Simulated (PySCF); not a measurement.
The complex [MoBr6]2- (charge -2) contains Mo(IV), shell d2. The structure is a model geometry with rigid ligands and bond lengths from ionic radii, not a minimum; coordination octahedral, point group Oh, metal–donor distances 2.51 Å.

The d shell alone is too small an active space for [MoBr6]2- (an active orbital has only 0.58 squared overlap with the free ion's shell): its levels, fitted parameters, g values and moments show what this model gives and aren't sound predictions.

```
7

Mo    0.0000    0.0000    0.0000
Br    0.0000    0.0000    2.5100
Br    0.0000    0.0000   -2.5100
Br    2.5100    0.0000    0.0000
Br   -2.5100    0.0000    0.0000
Br    0.0000    2.5100    0.0000
Br    0.0000   -2.5100    0.0000
```

Method (PySCF 2.14, density fitting): CASSCF(2,5) with orbitals averaged over all microstates of the shell, strongly contracted NEVPT2 on the averaged canonical orbitals; basis x2c-TZVPall on the metal, x2c-SVPall elsewhere; spin-free X2C; IEF-PCM water; spin-orbit coupling by state interaction with the mean-field operator over all roots.

(1) What is the ground state?

(2) List the excited states of the same spin.

(3) Which is the lowest state of another spin?

(4) What ligand-field parameters describe the result?

(5) What are the magnetic parameters?

Charge-transfer states lie outside this active space and may come lower than some of these levels. The ground state is orbitally degenerate in this regular structure, which would distort (Jahn–Teller), so its moment is that of the undistorted model. NEVPT2 lifts 3T2g from 22446 to 25645 cm⁻¹; on the d shell alone it tends to overshoot states that fill the eg-type orbitals. NEVPT2 on the d shell alone tends to put d–d bands too high for such charged or covalently bound ions.

The job took 3.2 min on one thread of Arm Neoverse V1 (shared host), with 255 basis functions and a peak of 0.95 GiB, launched as `OMP_NUM_THREADS=1 python lf_run.py task.json out`.

Answers

(1) 3T1g (S = 1, orbital degeneracy 3), with 2.0 electrons in the lower (t2g-type) set and 0.0 in the upper (eg-type) set, by NEVPT2.

(2) By NEVPT2: 3T2g at 25645 cm⁻¹ (390 nm); 3T1g at 30349 cm⁻¹ (329 nm); 3A2g at 51423 cm⁻¹. All are electric-dipole forbidden at this geometry.

(3) 1T2g at 7650 cm⁻¹ by NEVPT2; CASSCF alone puts it at 9116 cm⁻¹ above the same ground state.

(4) At CASSCF level (the NEVPT2 levels don't fit a ligand-field model well): orbital energies 0, 0, 0, 23240, 23240 cm⁻¹; 10Dq = 23240 cm⁻¹; B = 563 cm⁻¹; C = 2364 cm⁻¹; B over its free-ion value at the same level 0.651; the fit misses the states by 628 cm⁻¹ rms, so splittings below that are unsure; spin-orbit coupling on the heavy ligands mixes in, so no single ζ describes it.

(5) Degenerate or low-lying orbital states mix with the ground state, so no spin-only Hamiltonian applies. The lowest spin-orbit level is 2-fold; the next lies at 15.9 cm⁻¹. The two lowest states form a pseudo-doublet split by 0.001 cm⁻¹ with g_z = 0.00. μeff is 1.82 μB at 300 K and 0.98 μB at 10 K; the spin-only value is 2.83 μB.
